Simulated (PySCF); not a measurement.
PySCF input:

```python
from pyscf import gto, scf, mp, cc as ccmod

mol = gto.M(
    atom='''
    Al   -0.00000000   -0.00000000   -0.00000000
    O     1.08387014    0.23684392   -1.15591815
    H     1.97421996    0.32657496   -1.49885011
    O    -1.08387014   -0.23684392    1.15591815
    H    -1.97421996   -0.32657496    1.49885011
    ''',
    basis='cc-pvdz',
    charge=1,
    spin=0,
    verbose=4,
)

mf = scf.RHF(mol)
mf.conv_tol = 1e-10
mf.max_cycle = 100
mf.kernel()
mp2 = mp.MP2(mf, frozen=7).run()
cc = ccmod.CCSD(mf, frozen=7)
cc.max_cycle = 100
cc.kernel()
et = cc.ccsd_t()
print(f'E(CCSD(T)) = {cc.e_tot + et:.9f}')
```

Predict the final energy.

-393.06466 Eh (CCSD(T)/cc-pVDZ).

It need not be the lowest isomer of its formula.
